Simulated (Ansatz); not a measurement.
System: sum formula SiPH₄ (charge -1, singlet). It need not be the lowest isomer of its formula. Whether it binds its extra electron was not tested at this geometry. 
Geometry from a B3LYP-D3(BJ)/def2-TZVP (Ansatz, a quantum-chemistry and plane-wave program) optimisation:
SMILES: [SiH2-]P
```xyz
6

Si    -1.1864    -0.2078     0.2992
P      1.1021     0.1832    -0.2754
H     -1.6674     0.5236    -0.9702
H     -1.2308     1.0794     1.1471
H      1.2880    -0.9762    -1.0884
H      1.6884    -0.4665     0.8532
```
Charge -1, spin multiplicity 1.

Basis-set convergence of Hartree-Fock and MP2 correlation energies (hartree) with Ansatz. Correlated levels leave the core frozen unless marked. Spin-orbit coupling is left out. Non-relativistic. This anion needs diffuse functions, which these sets lack.

```csv
basis,functions,E(HF),"E(corr, MP2)"
cc-pV(D+d)Z,66,-631.97855,-0.23762
cc-pV(T+d)Z,134,-632.00447,-0.30171
cc-pV(Q+d)Z,248,___,___
```

Q: What belongs in the gaps?

A: 
- cc-pV(Q+d)Z, E(HF): -632.01325
- cc-pV(Q+d)Z, E(corr, MP2): -0.32468
